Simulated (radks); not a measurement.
Results of a calculation; reference values are marked as such.
Neutral hafnium inside a hard spherical wall (all orbitals vanish at R), configuration held at [Xe] 4f14 5d2 6s2 and not refilled when levels cross. Code: a radial shooting solver on a logarithmic mesh with Libxc functionals. Model: scalar-relativistic Kohn-Sham, r2SCAN, spin-unpolarised, spherical densities, finite nucleus; meta-GGA in the generalised Kohn-Sham scheme; Fermi nuclear charge, rms radius 5.347 fm. Eigenvalues in eV, with the zero of energy where the potential of the charges vanishes at infinity; a dash marks a level that is unbound or too diffuse for the functional's potential to be trusted. A positive occupied level is held by the wall or, in an anion where self-interaction has pushed it up, behind a barrier. The pressure on the wall is -dE/dV.

R (bohr)  E (hartree)  kinetic (hartree)    e(5p)    e(4f)   e(6s)   e(5d)  e(6p, empty)  e(7s, empty)  pressure (GPa)
free      -15077.7469          16516.125  -36.755  -17.124  -5.259  -2.589        -1.261             -               0
8         -15077.7387          16516.190  -36.322  -16.680  -4.942  -2.218        -0.540         5.977           0.332
7         -15077.7223          16516.293  -35.787  -16.129  -4.500  -1.756         0.269         9.329            1.30
6         -15077.6729          16516.551  -34.692  -14.990  -3.450  -0.782         2.043        15.545            5.33
5         -15077.5221          16517.201  -32.588  -12.756  -0.872   1.245         6.130        28.037            24.0
4         -15077.0211          16519.090  -28.617   -8.350   6.188   5.714        16.604        56.169             133
3.5       -15076.3620          16521.516  -25.161   -4.342  14.374  10.153        28.016        84.089             363
3         -15074.8882          16526.975  -19.269    2.571  30.727  18.221        49.442        132.85            1160
2.5       -15071.1043          16540.763   -7.327   15.962  66.859  34.841        93.533        226.13            4580
2         -15059.5773          16580.290   22.175   44.787  156.63  74.722        196.07        428.20           23500
1.5       -15015.2959          16719.262   117.90   116.51  421.45  195.02        483.00        954.56          180000
